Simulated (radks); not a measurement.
Results of a calculation; reference values are marked as such.
Question: W III, 72 electrons, occupied as [Xe] 4f11.5 5d6 6s0.5 (fractional occupations, a model configuration). Code: a radial shooting solver on a logarithmic mesh with Libxc functionals. Model: Dirac Kohn-Sham, PBE, spin-unpolarised, spherical densities, point nucleus; open shells fill j = l - 1/2 first. Some entries of the table are withheld. Estimate them.

orbital  occ.  eigenvalue (eV)  <r> (bohr)  r(max) (bohr)
1s1/2       2        -69442.60     0.01834        0.01145
2s1/2       2        -12014.75     0.07694        0.06586
2p1/2       2        -11489.46     0.06366        0.04897
2p3/2       4        -10136.92     0.07162        0.05580
3s1/2       2        -2805.362      0.2006         0.1855
3p1/2       2        -2571.778      0.1906         0.1737
3p3/2       4        -2279.408      0.2053         0.1878
3d3/2       4              (1)      0.1797         0.1471
3d5/2       6              (2)      0.1843         0.1510
4s1/2       2              (3)         (4)         0.4203
4p1/2       2        -517.3212      0.4520         0.4199
4p3/2       4        -448.5292      0.4843         0.4490
4d3/2       4        -289.1823      0.4984         0.4449
4d5/2       6        -276.3512      0.5092         0.4540
5s1/2       2        -107.0612         (5)         0.9410
5p1/2       2         -76.8240       1.122          1.001
4f5/2       6         -76.0424      0.5642         0.4181
4f7/2     5.5         -73.5726      0.5714         0.4225
5p3/2       4         -65.5774       1.214          1.078
5d3/2       4         -25.3290         (6)          1.327
5d5/2       2         -24.1831         (7)          1.363
6s1/2     0.5         -20.9807       2.647          2.349

Answer: 
(1) 3d3/2 eigenvalue (eV): -1886.590
(2) 3d5/2 eigenvalue (eV): -1823.074
(3) 4s1/2 eigenvalue (eV): -614.3077
(4) 4s1/2 <r> (bohr): 0.4474
(5) 5s1/2 <r> (bohr): 1.031
(6) 5d3/2 <r> (bohr): 1.642
(7) 5d5/2 <r> (bohr): 1.691
